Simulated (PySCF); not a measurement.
## Correlation energy of Rh (rhodium, neutral)

[Kr] 4d7 5s1 6s1, high-spin 6F determinant (an excited configuration). Computed with PySCF 2.14 in x2c-TZVPPall with one added diffuse shell each of s, p, d, f type (9s7p7d3f1g, 95 functions), with scalar relativity by spin-free X2C-1e. Frozen: [Kr]; 9 electrons correlated.

```csv
level,correlation energy (mhartree)
CCSD,-192.50
(T),-5.69
CCSD(T),-198.19
```

Diagnostics: T1 = 0.012, D1 = 0.0460, largest double amplitude 0.039.

Is a single reference adequate?

Yes, within this model without spin-orbit coupling: T1 lies below 0.03 and no double amplitude reaches 0.07.
